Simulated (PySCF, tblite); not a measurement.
Give a GFN2-xTB geometry of `C[C@@H](OC=O)OC(=O)C(F)(F)F`.

```
atom  x, y, z in Å
C1    -1.2034   -1.0443    1.6552
C2    -0.9557   -0.3200    0.3480
O3    -1.7292    0.8602    0.3279
C4    -1.7116    1.5750   -0.8018
O5    -1.1123    1.3022   -1.7933
O6     0.4208    0.0724    0.2568
C7     1.1609   -0.4541   -0.7023
O8     0.8710   -1.3252   -1.4589
C9     2.5671    0.2168   -0.6588
F10    3.2704   -0.0469   -1.7540
F11    3.2641   -0.2422    0.3912
F12    2.4838    1.5415   -0.5295
H13   -2.2593   -1.2828    1.7369
H14   -0.9147   -0.4015    2.4819
H15   -0.6199   -1.9598    1.6837
H16   -1.1893   -0.9394   -0.5320
H17   -2.3496    2.4601   -0.6610
```

Any rigid rotation of these coordinates is as good. Atoms count from 1 in this order. The C–C distances run from 1.515 Å (C1–C2, drawn single) to 1.559 Å (C7–C9, drawn single), a spread of 0.044 Å. O6 (ester single-bonded oxygen) is bent (angle 118.3°). The C–O distances run from 1.190 Å (C7=O8, drawn double) to 1.434 Å (C2–O6, drawn single), a spread of 0.244 Å. Of the pairs four or more bonds apart, O8···H16 is among the closest relative to their van der Waals radii: 2.29 Å, 84 % of the sum of Bondi's values.

Bonds between heavy atoms (Å): C1–C2 1.515, C2–O3 1.411, O3–C4 1.337, C4=O5 1.190, C2–O6 1.434, O6–C7 1.321, C7=O8 1.190, C7–C9 1.559, C9–F10 1.328, C9–F11 1.341, C9–F12 1.334.

Structure optimised with GFN2-xTB, isolated species.

Point group: C1 (no symmetry element, even within 0.4 Å). Its GFN2-xTB frequencies are all real (lowest 19 cm⁻¹). The numbers are those of one conformer (C1–C2–O3–C4 -175°, C2–O3–C4–O5 1°, C1–C2–O6–C7 116°, C2–O6–C7–O8 -7°). 2 starts were optimised and ended at 0.00 and 0.02 kcal/mol (GFN2-xTB); the lowest of these is shown.

These are computed values.
